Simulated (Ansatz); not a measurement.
A nudged elastic band was laid between two geometries of Cl$_{4}$FH$_{2}$STa (9 atoms, charge 0, multiplicity 1).

All numbers below come from RKS PBE/def2-SVP in Ansatz 0.2.0.

```yaml
movable_images: 7
climbing_image: yes
spring: 5.0 eV/Å²
optimiser: quadratic models (default)
start_path: through a guess of the saddle point
force_threshold: 0.05 eV/Å
iteration_limit: 60
end_points: relaxed
```

Image 0:

```xyz
9
Properties=species:S:1:pos:R:3
Ta 0.033 -0.051 0.157
Cl 2.216 -0.939 0.239
Cl -0.154 -0.470 2.470
Cl 0.557 0.906 -1.924
Cl -1.818 1.387 0.320
F -0.854 -1.571 -0.461
S 1.301 2.349 0.996
H 1.147 2.196 2.344
H 2.589 1.896 1.033
```

Image 8:

```xyz
9
Properties=species:S:1:pos:R:3
Ta -0.362 0.475 0.271
Cl 3.085 -0.666 0.413
Cl -0.408 -0.185 2.512
Cl 0.324 1.194 -1.838
Cl -2.509 1.243 0.167
F -0.215 -1.318 -0.268
S 1.173 2.259 0.955
H 1.105 2.100 2.308
H 2.825 0.602 0.654
```

Q: What changes between the two ends?

A: Bonds broken: Ta1–Cl2, S7–H9. Bonds formed: Cl2–H9. Cl4FH2STa becomes Cl3FHSTa + ClH.

Q: What energy profile does the band end with?

A: The forces met the threshold. The highest image is number 5 of 0 to 8, 0.68 eV above the first end and 0.01 eV above the last; the last end lies 0.67 eV above the first. A structure lower than the last end lies on the path between it and the top, so the climb from that side starts below the end, which may itself be a saddle point or a shallow side well. A vibrational analysis at the climbing image gives one clearly imaginary mode, 153i cm⁻¹: a first-order saddle point. The orbitals stay closed-shell, which can raise the energy where a bond breaks towards radicals; this wasn't checked here.

```tsv
image	path coordinate (Å)	energy (eV)	Ta1–Cl2 (Å)	S7–H9 (Å)	Cl2–H9 (Å)
0	0.00	0.00	2.36	1.37	2.97
1	0.36	0.02	2.37	1.36	2.77
2	0.73	0.09	2.39	1.37	2.46
3	1.09	0.25	2.44	1.39	2.13
4	1.45	0.54	2.59	1.51	1.78
5	1.82	0.68	2.78	1.82	1.46
6	2.16	0.66	2.98	2.14	1.35
7	2.51	0.66	3.29	2.29	1.32
8	2.85	0.67	3.63	2.36	1.32
```

Q: What is the geometry of the highest image?

A: 
```xyz
9
Properties=species:S:1:pos:R:3:forces:R:3
Ta -0.136 0.356 0.242 -0.01 -0.03 0.01
Cl 2.452 -0.634 0.413 0.00 0.02 0.00
Cl -0.305 -0.163 2.517 0.00 0.00 -0.01
Cl 0.537 1.172 -1.838 0.00 0.00 0.00
Cl -2.254 1.208 0.100 -0.01 0.00 0.00
F -0.358 -1.419 -0.334 0.01 0.02 0.01
S 1.381 2.282 0.988 0.01 0.02 -0.01
H 1.303 2.117 2.339 0.00 -0.01 0.01
H 2.395 0.785 0.748 0.00 -0.02 -0.01
```

Run time: 7 min on 4 threads of Arm Neoverse V1, with other jobs on the host, peak memory 0.26 GiB.
